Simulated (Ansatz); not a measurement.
SiBr2H2 (SiH₂Br₂). Charge 0, multiplicity 3. Geometry PBE-D4/def2-TZVP, that of the neutral singlet; atoms count from 1.

```xyz
5

Si    0.160   -0.029    0.062
Br   -1.635    0.318    1.329
Br   -0.365    0.040   -2.099
H     0.696   -1.381    0.370
H     1.144    1.051    0.338
```

At PBE0-D4/def2-TZVP a singlet of charge 0 lies 6.09 eV below the triplet at the same geometry.

(1) Estimate the Mulliken populations from the PBE0/def2-TZVP orbitals of Ansatz.

(2) Where does the spin sit?

(3) And the Mayer bond orders between bonded heavy atoms (over 0.3)?

## Answers

(1) 
| atom | charge (e) | spin (α − β) |
| --- | --- | --- |
| Si1 | 0.04 | 0.67 |
| Br2 | -0.02 | 0.65 |
| Br3 | -0.02 | 0.65 |
| H4 | 0.01 | 0.02 |
| H5 | 0.01 | 0.02 |
Mulliken values and Mayer orders depend strongly on the basis.

(2) Summed by element: Si 0.67, Br 1.29, H 0.03, of 2 unpaired in all. Largest on single atoms: Si1 0.67, Br2 0.65, Br3 0.65.

(3) Si1–Br2 0.85 (2.22 Å); Si1–Br3 0.85 (2.22 Å). Values over 0.3 also appear between atoms too far apart for a bond (Br2–Br3 0.42 at 3.67 Å); they arise where an orbital or an unpaired electron spreads over both atoms.
